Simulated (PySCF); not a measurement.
## UHF on Sc (scandium, neutral)

Configuration: [Ar] 3d1 4s2, 2D determinant. All numbers are calculated (PySCF 2.14, the spin-free X2C one-electron Hamiltonian (Gaussian nucleus), in cc-pVDZ-DK (6s5p3d1f, 43 functions)).

* Total energy: -763.283321 hartree
* One-electron energy: -1044.7724 hartree
* Hartree (Coulomb) energy: 319.8095 hartree
* Exchange energy: -38.3204 hartree
* ⟨S²⟩: 0.7619
* ⟨L²⟩: 6.051
* Sum of ⟨r⟩: 21.41 bohr
* Sum of ⟨r²⟩: 52.72 bohr²
* Traceless quadrupole moment −½Σ⟨3z² − r²⟩ along its main axis: 0.210 e·bohr²
* Langevin diamagnetic susceptibility: -41.8 ×10⁻⁶ cm³/mol
* Time after the integrals: 0.21 s of wall time on 1 thread of Neoverse-V1 (shared host)

```csv
shell,electrons,mean orbital energy (hartree),spread (hartree),"rms radius, mean of both spins (bohr)"
1s α,1,-166.83212,0,0.0844
1s β,1,-166.83200,0,0.0844
2s α,1,-19.27689,0,0.370
2s β,1,-19.26421,0,0.370
2p α,3,-15.70107,0.00284,0.340
2p β,3,-15.68825,0.01821,0.340
3s α,1,-2.62147,0,1.15
3s β,1,-2.56723,0,1.15
3p α,3,-1.61145,0.03600,1.27
3p β,3,-1.54338,0.05314,1.27
3d α,1,-0.34422,0,1.92
4s α,1,-0.21777,0,4.22
4s β,1,-0.20583,0,4.22
```

Densities and radii are taken from the X2C orbitals without a picture-change correction, which distorts them close to the nucleus.
